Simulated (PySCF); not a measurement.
## NMR data sheet: meta-Chlorobenzaldehyde

* Formula: C7H5ClO
* SMILES: O=Cc1cccc(Cl)c1
* Point group of the computed structure: Cs
* Degrees of unsaturation: 5
* Carbon signals: 7
* Proton signals: 5

Atom-mapped SMILES (the numbers label the heavy atoms): `[O:1]=[CH:2][c:3]1[cH:4][cH:5][cH:6][c:7]([Cl:8])[cH:9]1`. Hydrogens are named by the atom that carries them.

Theoretical values (PySCF 2.14.0 with density-fitted response routines): GFN2-xTB structure, shieldings: GIAO PBE0/pcSseg-1. Relativity neglected, isolated molecule, one conformer.

Shifts are taken against calculated references (same method and geometry level): $^{1}$H (σ = 31.72 ppm) and $^{13}$C (σ = 186.93 ppm) vs TMS; H2O for $^{17}$O (σ = 336.08 ppm).

| carbon | δC, type | δH (multiplicity) | HMBC from (2–3 bonds) | span of the C tensor (ppm) |
| --- | --- | --- | --- | --- |
| C2 | 195.0, CH | 10.12 (s) | H(C4), H(C9) | 180 |
| C3 | 142.2, C | – | H(C2), H(C4), H(C9), H(C5) | 207 |
| C4 | 132.0, CH | 8.39 (d) | H(C2), H(C6), H(C9), H(C5) | 239 |
| C5 | 135.7, CH | 7.81 (m) | H(C4), H(C6) | 232 |
| C6 | 141.1, CH | 7.85 (m) | H(C4), H(C9), H(C5) | 212 |
| C7 | 146.7, C | – | H(C6), H(C9), H(C5) | 183 |
| C9 | 140.0, CH | 7.83 (s) | H(C2), H(C4), H(C6) | 200 |

Other nuclei:
```csv
atoms,nucleus,environment,δ (ppm),σ (ppm)
O1,$^{17}$O,aldehyde oxygen,671.5,-335.4
```

Carbon types of the structure: 2 × C, 5 × CH, which accounts for all hydrogens. δC 195.0: aldehyde carbonyl carbon; the double bond to the heteroatom, with no lone-pair donor beside it, deshields it most. δC 146.7: aromatic carbon bearing chlorine. δC 142.2: substituted aromatic carbon. δC 141.1, 140.0, 135.7, 132.0: aromatic CH. δH 10.12: hydrogen on an aldehyde carbonyl carbon; the formyl region, downfield of aromatic protons.

Carbons that carry Cl, above all several Cl atoms, come out too deshielded, partly because spin–orbit coupling is missing. Shifts are as computed. Against solution values, carbons near 30 ppm lie about +3 ppm off and those near 130 ppm about +5 ppm; carbons on Cl a further +6 ppm. Of 1211 compounds with measured shifts, 218 miss one by over three times the rms of a fit or turn the order of signals round; such compounds aren't used in these exercises. Unscaled 17O shifts of doubly bonded oxygen tend to come out too high, by tens of ppm or more. Experimental scales use liquid or dissolved standards, which lie at an offset from isolated H2O (liquid H2O: subtract about 36 ppm). No couplings were computed; multiplicities are counted from neighbouring protons, with m where these are inequivalent, close in shift, in a saturated or five-membered ring or joined by F or P, and br s for small geminal =CH2 splittings.
